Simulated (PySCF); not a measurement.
System: 3-ethenylselanylprop-1-ene, C$_{5}$H$_{8}$Se, charge 0, multiplicity 1. 
Structure (B3LYP-D3(BJ)/def2-TZVP (Ansatz) minimum search):
SMILES: C=CC[Se]C=C
```xyz
14

C     -3.1712    -0.8995     0.7325
C     -2.3413    -0.3736    -0.1608
C     -1.2214     0.5424     0.1779
Se     0.5115    -0.3987    -0.0970
C      1.6036     1.1455    -0.3450
C      2.8930     1.2019    -0.0368
H     -3.0807    -0.6758     1.7893
H     -3.9690    -1.5687     0.4389
H     -2.4472    -0.6282    -1.2108
H     -1.2679     0.8797     1.2107
H     -1.1915     1.4052    -0.4876
H      1.1011     1.9796    -0.8226
H      3.4086     0.3827     0.4487
H      3.4787     2.0812    -0.2751
```

Dispersion corrections to the total energy (kcal/mol) from the dftd3 and dftd4 libraries through PySCF: D3(BJ) without and D4 with the three-body term, each with the damping fitted for the functional named.

```json
[
 {"functional": "CAM-B3LYP", "D3(BJ)": "-6.27", "D4": "-6.36"},
 {"functional": "BHLYP", "D3(BJ)": "-10.77", "D4": "-8.99"},
 {"functional": "BP86", "D3(BJ)": "-12.61", "D4": "-9.98"},
 {"functional": "PW6B95", "D3(BJ)": "…", "D4": "-6.34"},
 {"functional": "TPSSh", "D3(BJ)": "-9.05", "D4": "-9.08"},
 {"functional": "HF", "D3(BJ)": "-58.95", "D4": "…"},
 {"functional": "revPBE", "D3(BJ)": "…", "D4": "-23.09"}
]
```

**Question.** Fill in the missing entries.

**Answer.** 
- PW6B95, D3(BJ): -4.11
- HF, D4: -26.42
- revPBE, D3(BJ): -19.28
